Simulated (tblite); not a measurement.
Compound: C6H8F2 (charge +1 and doublet state).
Atom-mapped SMILES: `[CH2+:1][C:2]([F:3])/[CH:4]=[C:5](\[CH3:6])[CH2:7][F:8]` (hydrogens: H9, H10 on C1; H11 on C4; H12, H13, H14 on C6; H15, H16 on C7)
Bond orders are those of one Lewis drawing.

Computed with GFN2-xTB (tblite), gas phase: L-BFGS steps from a force-field or distance-geometry start until the largest atomic force falls under 0.01 eV/Å.

Step 68: E = -703.4472 eV
```
atom  x, y, z in Å  |  force x, y, z in eV/Å
C1      2.9294   -0.3720    0.0937   -0.001   0.014   0.002
C2      1.6860    0.1206   -0.1776    0.008   0.011  -0.008
F3      1.6073    1.2453   -0.8831    0.025   0.017  -0.004
C4      0.4762   -0.4805    0.2427    0.020  -0.006   0.017
C5     -0.8105    0.0040    0.0421    0.006  -0.029  -0.043
C6     -1.1238    1.2622   -0.6414    0.015   0.016   0.008
C7     -1.9511   -0.7993    0.5390   -0.006  -0.006  -0.014
F8     -1.5838   -1.9961    1.0565    0.012   0.018   0.027
H9      3.0707   -1.2766    0.6606   -0.021   0.011  -0.017
H10     3.8043    0.1564   -0.2550    0.009  -0.017  -0.002
H11     0.5906   -1.4142    0.7785   -0.019  -0.017   0.019
H12    -0.5584    2.0984   -0.2189   -0.019  -0.005   0.015
H13    -0.7853    1.2259   -1.6848   -0.024  -0.017   0.043
H14    -2.1863    1.4880   -0.6197   -0.002   0.003  -0.018
H15    -2.6721   -0.9986   -0.2703   -0.017   0.001  -0.013
H16    -2.5008   -0.2543    1.3263    0.013   0.008  -0.012
```

Step 69: E = -703.4476 eV
```
atom  x, y, z in Å  |  force x, y, z in eV/Å
C1      2.9297   -0.3720    0.0908   -0.006   0.013   0.012
C2      1.6856    0.1205   -0.1771    0.011   0.004  -0.022
F3      1.6071    1.2462   -0.8810    0.015   0.023  -0.003
C4      0.4759   -0.4830    0.2414    0.040  -0.003   0.024
C5     -0.8105    0.0026    0.0422    0.011  -0.019  -0.037
C6     -1.1222    1.2619   -0.6405    0.001   0.003   0.007
C7     -1.9521   -0.7986    0.5402    0.003  -0.003  -0.021
F8     -1.5858   -1.9902    1.0695    0.014   0.012   0.025
H9      3.0715   -1.2765    0.6573   -0.015   0.001  -0.015
H10     3.8041    0.1572   -0.2580    0.006  -0.017  -0.002
H11     0.5920   -1.4176    0.7758   -0.027  -0.009   0.014
H12    -0.5618    2.0980   -0.2116   -0.009  -0.004   0.011
H13    -0.7806    1.2299   -1.6830   -0.014  -0.017   0.048
H14    -2.1849    1.4855   -0.6222   -0.017   0.007  -0.016
H15    -2.6656   -1.0052   -0.2736   -0.028  -0.008  -0.018
H16    -2.5099   -0.2496    1.3184    0.014   0.015  -0.007
```

**Question.** Estimate the geometry and energy of step 70. (The exact step hangs on the optimiser's Hessian estimate; all steps are aligned on step 69, rigid shifts and turns removed.)

**Answer.** E = -703.4480 eV, largest force 0.049 eV/Å
```
atom  x, y, z in Å  |  force x, y, z in eV/Å
C1      2.9299   -0.3717    0.0876   -0.008   0.008   0.021
C2      1.6852    0.1208   -0.1771    0.011  -0.001  -0.030
F3      1.6071    1.2479   -0.8786    0.001   0.024   0.000
C4      0.4762   -0.4854    0.2406    0.045   0.004   0.020
C5     -0.8101    0.0006    0.0417    0.013  -0.003  -0.020
C6     -1.1206    1.2615   -0.6394   -0.020  -0.011   0.006
C7     -1.9531   -0.7978    0.5413    0.012  -0.001  -0.028
F8     -1.5875   -1.9834    1.0840    0.013   0.007   0.020
H9      3.0708   -1.2765    0.6530   -0.006  -0.013  -0.008
H10     3.8045    0.1570   -0.2612    0.004  -0.014  -0.004
H11     0.5929   -1.4216    0.7731   -0.028   0.006   0.007
H12    -0.5668    2.0978   -0.2025   -0.001  -0.004   0.007
H13    -0.7742    1.2346   -1.6802   -0.002  -0.015   0.045
H14    -2.1840    1.4818   -0.6266   -0.020   0.009  -0.011
H15    -2.6591   -1.0128   -0.2770   -0.034  -0.015  -0.016
H16    -2.5187   -0.2439    1.3100    0.019   0.019  -0.008
```

The energy changes by -0.0004 eV. The first-order estimate −F·Δx gives -0.0006 eV and the mean of the old and new forces, exact on a quadratic surface, -0.0005 eV. The step makes an angle of 80° with the force vector and moves no atom by more than 0.016 Å.

The cost below is that of the whole relaxation. Time: 0.55 s of wall time. Hardware: Arm Neoverse V1, one thread, shared host.
